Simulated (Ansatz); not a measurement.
Molecule: sum formula HSiO$_{2}$Cl$_{2}$, charge -1, multiplicity 1. It need not be the lowest isomer of its formula. Whether it binds its extra electron was not tested at this geometry. 
Coordinates optimised at B3LYP-D3(BJ)/def2-TZVP (Ansatz, an electronic-structure program):
```xyz
6

Si     0.4431     0.2111    -0.0764
Cl    -0.5344    -0.2335     1.7671
Cl    -1.1579    -0.0910    -1.4539
O      1.1506     1.5736    -0.1531
O      1.3846    -1.1482    -0.3188
H      2.2833    -0.8428    -0.4793
```
Charge -1, spin multiplicity 1.

Basis-set convergence of Hartree-Fock and CCSD(T) correlation energies (hartree) with Ansatz. Correlated levels leave the core frozen unless marked. Spin-orbit coupling is left out. Non-relativistic.

```csv
basis,functions,E(HF),"E(corr, CCSD(T))"
aug-cc-pV(D+d)Z,151,-1358.53499,-0.86740
aug-cc-pV(T+d)Z,280,-1358.62157,-1.08137
aug-cc-pV(Q+d)Z,473,-1358.64131,-1.15569
```

Extrapolating the two largest sets (X = 3 and 4) as X^-3: E(corr) = (64·(-1.15569) - 27·(-1.08137))/37 = -1.2099 Eh, an estimate of the basis-set limit. The largest set recovers 95.5 % of it, the smallest 71.7 %.
